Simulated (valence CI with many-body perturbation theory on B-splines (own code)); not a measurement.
# Energy levels of Er LXIV

Calculated by valence CI with perturbative core correlation (CI+MBPT): three valence electrons over a frozen Dirac-Fock core [He], a basis of 11 s, 11 p, 10 d, 8 f, 5 g, 2 h functions for each j, with the one-electron correlation potential Σ1, the two-electron term Σ2, the three-electron term Σ3, Breit, model QED; selected CI, second order for the rest, scaled by the run's own slope (own B-spline code, finite nucleus).

The last digits are not significant, and no measured levels were compared; by estimate large intervals hold to a few tenths of a per cent, small ones and those within an open d or f shell to about a per cent.

Levels 1 to 45 of 165, with energies above the lowest level, (2s^2 2p1/2) J=1/2. "Leading %" is the weight of the configuration and term that name the level; weights of strongly mixed levels are sums over their largest components and can fall short, so below about 35 % the name and the second component can differ from the true leading terms, or belong to a minority configuration. In the jj column 3d3/2^4 stands for four electrons in 3d with j = 3/2. Lifetimes count E1, E2, E3, M1 and M2 decay at the calculated energies, and are blank where another channel may lead or the interval is too uncertain; long ones can be off by a factor of two.

```csv
No.,Configuration,Term,J,E (eV),Leading %,Lifetime,Leading jj,Second component
1,2s2.2p,2P°,1/2,0.0,100,,2s^2 2p1/2 (100 %),
2,2s.2p2,4P,1/2,235.0,51,51.3 ps,2s 2p1/2^2 (100 %),31 % 2s.2p2 2S
3,2s2.2p,2P°,3/2,996.9,99,57.1 ps,2s^2 2p3/2 (99 %),
4,2s.2p2,4P,3/2,1161.6,90,22.2 ps,2s 2p1/2 2p3/2 (100 %),7 % 2s.2p2 2D
5,2s.2p2,2D,5/2,1200.2,62,140 ps,2s 2p1/2 2p3/2 (100 %),38 % 2s.2p2 4P
6,2s.2p2,2P,1/2,1264.9,69,173 fs,2s 2p1/2 2p3/2 (99 %),30 % 2s.2p2 4P
7,2s.2p2,2D,3/2,1266.8,62,194 fs,2s 2p1/2 2p3/2 (100 %),37 % 2s.2p2 2P
8,2p3,2P°,3/2,1512.2,48,254 fs,2p1/2^2 2p3/2 (99 %),27 % 2p3 2D°
9,2s.2p2,4P,5/2,2176.3,62,860 fs,2s 2p3/2^2 (100 %),38 % 2s.2p2 2D
10,2s.2p2,2S,1/2,2274.4,68,217 fs,2s 2p3/2^2 (100 %),19 % 2s.2p2 4P
11,2s.2p2,2P,3/2,2275.2,60,119 fs,2s 2p3/2^2 (100 %),31 % 2s.2p2 2D
12,2p3,4S°,3/2,2465.2,55,125 fs,2p1/2 2p3/2^2 (100 %),45 % 2p3 2D°
13,2p3,2D°,5/2,2487.4,100,134 fs,2p1/2 2p3/2^2 (100 %),
14,2p3,2P°,1/2,2538.8,100,114 fs,2p1/2 2p3/2^2 (100 %),
15,2p3,2P°,3/2,3501.9,52,83.6 fs,2p3/2^3 (100 %),28 % 2p3 2D°
16,2s2.3s,2S,1/2,8735.0,98,5.10 fs,2s^2 3s (98 %),
17,2s2.3p,2P°,1/2,8813.7,96,132 fs,2s^2 3p1/2 (96 %),
18,2s.2p.3s,4P°,1/2,8892.1,85,5.70 fs,2s 2p1/2 3s (98 %),13 % 2s.2p.3s 2P°
19,2s.2p.3s,4P°,3/2,8917.4,59,5.09 fs,2s 2p1/2 3s (99 %),40 % 2s.2p.3s 2P°
20,2s.2p.3s,2P°,1/2,8944.9,94,6.76 fs,2s 2p1/2 3s (99 %),5 % 2s.2p.3s 4P°
21,2s.2p.3p,4D,1/2,8958.4,72,7.21 fs,2s 2p1/2 3p1/2 (100 %),20 % 2s.2p.3p 2P
22,2s.2p.3p,4D,3/2,8984.8,40,2.76 fs,2s 2p1/2 3p1/2 (99 %),33 % 2s.2p.3p 2D
23,2s.2p.3p,4P,1/2,9024.5,46,5.57 fs,2s 2p1/2 3p1/2 (99 %),30 % 2s.2p.3p 2S
24,2s2.3p,2P°,3/2,9108.6,97,87.0 fs,2s^2 3p3/2 (97 %),
25,2s2.3d,2D,3/2,9162.5,98,818 as,2s^2 3d3/2 (98 %),
26,2p2.3s,4P,1/2,9174.6,43,6.05 fs,2p1/2^2 3s (94 %),29 % 2p2.3s 2S
27,2p2.3p,2P°,1/2,9238.5,44,1.36 fs,2p1/2^2 3p1/2 (96 %),37 % 2p2.3p 4D°
28,2s2.3d,2D,5/2,9242.1,95,901 as,2s^2 3d5/2 (95 %),
29,2s.2p.3p,4P,3/2,9263.8,31,7.58 fs,2s 2p1/2 3p3/2 (100 %),27 % 2s.2p.3p 4D
30,2s.2p.3p,4D,5/2,9294.2,42,24.0 fs,2s 2p1/2 3p3/2 (96 %),38 % 2s.2p.3p 2D
31,2s.2p.3p,2D,3/2,9296.9,43,3.38 fs,2s 2p1/2 3p3/2 (100 %),23 % 2s.2p.3p 2P
32,2s.2p.3p,2P,1/2,9303.3,42,2.27 fs,2s 2p1/2 3p3/2 (95 %),18 % 2s.2p.3p 2S
33,2s.2p.3d,4F°,3/2,9306.2,70,3.23 fs,2s 2p1/2 3d3/2 (100 %),13 % 2s.2p.3d 2D°
34,2s.2p.3d,4F°,5/2,9334.9,44,4.63 fs,2s 2p1/2 3d3/2 (98 %),31 % 2s.2p.3d 2F°
35,2s.2p.3d,2P°,3/2,9352.2,29,675 as,2s 2p1/2 3d3/2 (98 %),25 % 2s.2p.3d 4D°
36,2s.2p.3d,4D°,1/2,9356.9,53,747 as,2s 2p1/2 3d3/2 (97 %),38 % 2s.2p.3d 2P°
37,2s.2p.3d,4P°,5/2,9397.5,34,883 as,2s 2p1/2 3d5/2 (99 %),30 % 2s.2p.3d 4D°
38,2s.2p.3d,2F°,7/2,9424.3,39,911 as,2s 2p1/2 3d5/2 (100 %),37 % 2s.2p.3d 4F°
39,2s.2p.3d,2F°,5/2,9435.7,49,916 as,2s 2p1/2 3d5/2 (99 %),24 % 2s.2p.3d 2D°
40,2s.2p.3d,2P°,3/2,9436.2,39,920 as,2s 2p1/2 3d5/2 (96 %),33 % 2s.2p.3d 2D°
41,2p2.3p,2P°,3/2,9548.5,34,3.17 fs,2p1/2^2 3p3/2 (96 %),20 % 2p2.3p 4D°
42,2p2.3d,2D,3/2,9588.1,42,4.80 fs,2p1/2^2 3d3/2 (98 %),32 % 2p2.3d 4F
43,2p2.3d,2D,5/2,9680.3,36,934 as,2p1/2^2 3d5/2 (98 %),18 % 2p2.3d 4D
44,2s.2p.3s,4P°,5/2,9891.6,100,7.38 fs,2s 2p3/2 3s (100 %),
45,2s.2p.3s,2P°,3/2,9916.1,76,4.48 fs,2s 2p3/2 3s (100 %),23 % 2s.2p.3s 4P°
```

The ionisation energy to 2s2 1S_0 of the next ion comes out as 15506 eV (NIST: 15511 ± 19 eV (theoretical)). All 165 levels together are meant to be complete up to 12651.2 eV.
